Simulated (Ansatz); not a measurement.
Mulliken charges of `[F][GaH][CH2][GaH2]` from B3LYP/def2-TZVPP in Ansatz (PBE0-D4/def2-TZVP geometry).

```tsv
atom	x (Å)	y (Å)	z (Å)	charge (e)
F1	-1.553	0.088	-0.790	-0.400
Ga2	0.000	1.037	-1.153	0.453
C3	1.015	0.189	0.245	-0.387
Ga4	-0.531	-0.967	0.837	0.266
H5	-0.230	2.007	-2.339	0.023
H6	1.877	-0.352	-0.153	0.109
H7	1.367	0.912	0.984	0.109
H8	-0.576	-2.440	0.298	-0.086
H9	-1.367	-0.474	2.070	-0.086
```

By hand: the dipole of these point charges (1 e Å = 4.8032 D).

Σ q r = (0.603, 0.462, -0.245) e Å, of length 0.798 e Å = 3.83 D.

How does the dipole of the full density compare? (Estimate.)

Computed: (0.484, 0.460, -0.295) e Å, 3.51 D; the point charges give 1.09 times that, at 8° from its direction.

Point charges leave out the atoms' own dipoles, such as those of lone pairs, and Mulliken's split depends on the basis, so the close match here is no proof of good charges.

B3LYP here is the variant with VWN-RPA as its local correlation; programs differ in this.
